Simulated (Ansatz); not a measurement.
Reaction (formal exchange of groups at the Si–Al bond): `C[SiH]([AlH2])O[SiH3]` + `CBr` → `C[SiH](C)O[SiH3]` + `[AlH2][Br]`

Calculated with Ansatz (gas phase, PBE0-D4/def2-TZVP geometries, no zero-point term in ΔE). CCSD(T)/CBS is the MP2 limit (def2-TZVPP, def2-QZVPP) plus CCSD(T) − MP2 in def2-TZVPP, frozen cores. Functionals use def2-TZVPP. For Br outer-core shells are correlated without core-valence functions, which leaves a few kJ/mol of doubt a bond. Scalar relativity is left out up to krypton. One conformer a species, not always the lowest.

| level | ΔE (eV) |
| --- | --- |
| PBE-D4 | -2.37 |
| MP2/CBS(def2) | -2.74 |

What does CCSD(T)/CBS give? (Estimate.)

Ansatz gave: -2.61 eV. The listed levels differ from it by 0.24, -0.13 eV.

Largest T1 diagnostic among the species: 0.011.

From PBE to PBE0 (25 % exact exchange), in def2-TZVPP and without D4, ΔE moves by −0.12 eV.
